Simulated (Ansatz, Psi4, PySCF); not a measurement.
C3H8AlFO2, singlet, geometry from GFN2-xTB (such geometries of metal compounds can be far from the true shape), atoms displaced at random by about 0.03 Å a coordinate. Base run: PBE0/STO-3G, gradient run with PySCF.

The PySCF input:
```python
from pyscf import gto, scf, dft

mol = gto.Mole()
mol.atom = '''
    Al   -0.234787    0.667180    1.021140
    F    -1.806503    0.145384    1.384522
    O     0.436818    1.901282    1.891054
    H     0.317669    2.556905    2.622517
    O     0.729202    0.008986   -0.205049
    C     0.842009   -0.862995   -1.277175
    C     0.391836   -0.156956   -2.543171
    C     0.004707   -2.106513   -1.039825
    H     1.886801   -1.161314   -1.353142
    H    -0.760328    0.107393   -2.472488
    H     0.513389   -0.783047   -3.447103
    H     0.940017    0.736788   -2.669492
    H     0.369641   -2.509708   -0.085982
    H    -1.070810   -1.866334   -0.939705
    H     0.160183   -2.840509   -1.878675
'''
mol.basis = 'sto-3g'
mol.charge = 0
mol.spin = 0
mol.verbose = 4
mol.build()

mf = dft.RKS(mol)
mf.xc = 'pbe0'
mf.kernel()
g = mf.nuc_grad_method()
grad = g.kernel()
```

Programs used: Ansatz (a quantum-chemistry and plane-wave program), Psi4, PySCF; a row that names a program was run with it.

The coordinate followed is z of atom 4.

Each row names what was changed in the base input (with any setting that the change needs).

| change | dE/dx (Eh/bohr) | net force (Eh/bohr) |
|---|---|---|
| base | -0.000414 | 0.000150 |
| code = psi4 | -0.000424 | 0.000165 |
| density fitting = on | -0.000422 | 0.000150 |
| code = ansatz | -0.000414 | 0.000000 |
| finite difference step (bohr) = 0.2; conv_tol = 1e-11 | -0.003338 | - |
| grids.level = 1; grid_response = on | -0.000311 | 0.000000 |
| finite difference step (bohr) = 0.05; conv_tol = 1e-11 | -0.000598 | - |
| density fitting = on; auxbasis_response = off | -0.000441 | 0.002259 |
| finite difference step (bohr) = 1e-4; conv_tol = 1e-11 | -0.000413 | - |
| grids.level = 5; grid_response = off | -0.000413 | 0.000049 |
| finite difference step (bohr) = 1e-3; conv_tol = 1e-11 | -0.000413 | - |
| conv_tol = 1e-11 | -0.000414 | 0.000150 |

The net force is zero for an exact gradient.
